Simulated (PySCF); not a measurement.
Gas-phase reaction: SnH3F + 2 SnF2 + 4 F ⇌ 3 SnHF3

Energies from PySCF, thermal terms from the rigid-rotor harmonic-oscillator model, ideal gas at 1 bar. † marks an energy on the PBE0/def2-TZVP geometry and frequencies. MP2 and CCSD(T) freeze the core. Open shells (unrestricted): F (multiplicity 2, electronic degeneracy 6); the rest are closed-shell singlets. Spin-orbit splitting is ignored; it lowers the true energy and changes the entropy of F. Sn: scalar-relativistic def2 core potential, no spin-orbit coupling. SnH3F, SnHF3: computed as isolated molecules; such fragments, hydroxides, amides, oligomers or adducts are transient or little studied in the gas. MP2 isn't extrapolated to the basis-set limit; its ΔH°(298 K) is -1484.5 kJ in def2-SVP and -1533.4 kJ in def2-TZVPP. CCSD(T) isn't extrapolated to the basis-set limit; its ΔH°(298 K) is -1343.6 kJ in def2-SVP and -1433.2 kJ in def2-TZVPP. The harmonic model lacks anharmonicity and excited electronic states, which grow with temperature; levels with a mode under 35 cm⁻¹ are left out.

ΔH° and ΔS° at 298 K: CCSD(T)/def2-SVP† -1344 kJ, -533 J/K; CCSD(T)/def2-TZVPP† -1433 kJ, -533 J/K; HF/def2-TZVP† -961 kJ, -533 J/K; MP2/def2-TZVPP† -1533 kJ, -533 J/K; PBE0/def2-QZVP† -1432 kJ, -533 J/K; LDA/def2-TZVP† -1776 kJ, -533 J/K.

**Question.** With the heat capacities included, give log10 K (1 bar) at 500, 800, 1000, 1200, 1800 K from CCSD(T)/def2-SVP†, CCSD(T)/def2-TZVPP†, HF/def2-TZVP†, MP2/def2-TZVPP†, PBE0/def2-QZVP†, LDA/def2-TZVP†.

**Answer.** 
| T (K) | CCSD(T)/def2-SVP† | CCSD(T)/def2-TZVPP† | HF/def2-TZVP† | MP2/def2-TZVPP† | PBE0/def2-QZVP† | LDA/def2-TZVP† |
|---|---|---|---|---|---|---|
| 500 | 112.5 | 121.9 | 72.6 | 132.3 | 121.8 | 157.7 |
| 800 | 59.9 | 65.8 | 34.9 | 72.3 | 65.7 | 88.2 |
| 1000 | 42.4 | 47.1 | 22.5 | 52.3 | 47.1 | 65.0 |
| 1200 | 30.8 | 34.7 | 14.1 | 39.1 | 34.6 | 49.6 |
| 1800 | 11.5 | 14.1 | 0.4 | 17.0 | 14.0 | 24.0 |
